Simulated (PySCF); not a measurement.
Compound: C6H10O.
Atom-mapped SMILES: `[CH2:1]=[CH:2]/[CH:3]=[CH:4]\[CH2:5][O:6][CH3:7]` (hydrogens: H8, H9 on C1; H10 on C2; H11 on C3; H12 on C4; H13, H14 on C5; H15, H16, H17 on C7)

The same species was optimised twice, with GFN2-xTB and with PBE0-D3(BJ)/def2-SVP (PySCF), and the same property calculations (PySCF, gas phase) were run on both structures.

```csv
coordinate,GFN2-xTB,PBE0-D3(BJ)/def2-SVP,change
C5–O6 (Å),1.410,1.396,-0.014
C1=C2 (Å),1.329,1.341,+0.012
O6–C7 (Å),1.401,1.391,-0.010
C3=C4 (Å),1.333,1.343,+0.010
C2–C3 (Å),1.446,1.454,+0.008
C4–C5 (Å),1.497,1.496,-0.001
C1–C2–C3 (°),123.2,124.1,+0.9
C2–C3–C4 (°),125.4,125.2,-0.2
C4–C5–O6 (°),108.5,108.7,+0.2
C3–C4–C5 (°),126.0,126.1,+0.1
C5–O6–C7 (°),113.2,113.3,+0.1
C1–C2–C3–C4 (°),-179,180,-1
C3–C4–C5–O6 (°),-179,-177,+2
C4–C5–O6–C7 (°),-179,180,-1
```

Rotational constants: A = 10257, B = 980.8, C = 905.5 MHz (GFN2-xTB) against A = 10053, B = 979.6, C = 902.9 MHz (PBE0-D3(BJ)/def2-SVP).

On the GFN2-xTB structure: lowest singlet, TDDFT (eV) 5.62 [CAM-B3LYP/def2-SVPD]; lowest triplet, Tamm–Dancoff (eV) 3.13 [CAM-B3LYP/def2-SVPD]; isotropic polarisability (au) 84.9 [CAM-B3LYP/def2-SVPD]; HOMO (eV) -7.84 [CAM-B3LYP/def2-SVPD]; LUMO (eV) 0.20 [CAM-B3LYP/def2-SVPD]; dipole (D) 1.33 [CAM-B3LYP/def2-SVPD]; HOMO (eV) -6.59 [PBE0/pcSseg-1]; LUMO (eV) -0.85 [PBE0/pcSseg-1]; dipole (D) 1.37 [PBE0/pcSseg-1]; GIAO shielding of C1 (ppm) 62.2 [PBE0/pcSseg-1]; GIAO shielding of C2 (ppm) 46.8 [PBE0/pcSseg-1]; GIAO shielding of C3 (ppm) 52.9 [PBE0/pcSseg-1]; GIAO shielding of C4 (ppm) 45.4 [PBE0/pcSseg-1]; GIAO shielding of C5 (ppm) 111.4 [PBE0/pcSseg-1]; GIAO shielding of O6 (ppm) 314.6 [PBE0/pcSseg-1]; GIAO shielding of C7 (ppm) 125.9 [PBE0/pcSseg-1].

Task: What do these properties become on the PBE0-D3(BJ)/def2-SVP structure?

Result: 
```tsv
property	level	on GFN2-xTB	on PBE0-D3(BJ)/def2-SVP	change
lowest singlet, TDDFT (eV)	CAM-B3LYP/def2-SVPD	5.62	5.53	-0.09
lowest triplet, Tamm–Dancoff (eV)	CAM-B3LYP/def2-SVPD	3.13	3.03	-0.10
isotropic polarisability (au)	CAM-B3LYP/def2-SVPD	84.9	86.4	+1.5
HOMO (eV)	CAM-B3LYP/def2-SVPD	-7.84	-7.81	+0.03
LUMO (eV)	CAM-B3LYP/def2-SVPD	0.20	0.14	-0.06
dipole (D)	CAM-B3LYP/def2-SVPD	1.33	1.29	-0.04
energy, GFN2-xTB geometry as zero (kcal/mol)	CAM-B3LYP/def2-SVPD	0.0	-0.5	-0.5
HOMO (eV)	PBE0/pcSseg-1	-6.59	-6.56	+0.03
LUMO (eV)	PBE0/pcSseg-1	-0.85	-0.91	-0.06
dipole (D)	PBE0/pcSseg-1	1.37	1.32	-0.05
energy, GFN2-xTB geometry as zero (kcal/mol)	PBE0/pcSseg-1	0.0	-0.2	-0.2
GIAO shielding of C1 (ppm)	PBE0/pcSseg-1	62.2	59.3	-2.9
GIAO shielding of C2 (ppm)	PBE0/pcSseg-1	46.8	44.2	-2.6
GIAO shielding of C3 (ppm)	PBE0/pcSseg-1	52.9	51.3	-1.6
GIAO shielding of C4 (ppm)	PBE0/pcSseg-1	45.4	42.8	-2.6
GIAO shielding of C5 (ppm)	PBE0/pcSseg-1	111.4	111.6	+0.2
GIAO shielding of O6 (ppm)	PBE0/pcSseg-1	314.6	316.7	+2.1
GIAO shielding of C7 (ppm)	PBE0/pcSseg-1	125.9	125.4	-0.5
```

The heavy atoms differ by 0.021 Å rms after alignment. Among bonds between heavy atoms C5–O6 changes most (-0.014 Å). Changes are differences of the printed values. Neither structure is proved a minimum here.

Conformer computed: `[CH2:1]=[CH:2]/[CH:3]=[CH:4]\[CH2:5][O:6][CH3:7]`: C1–C2–C3–C4 180°, C3–C4–C5–O6 -177°, C4–C5–O6–C7 180°.
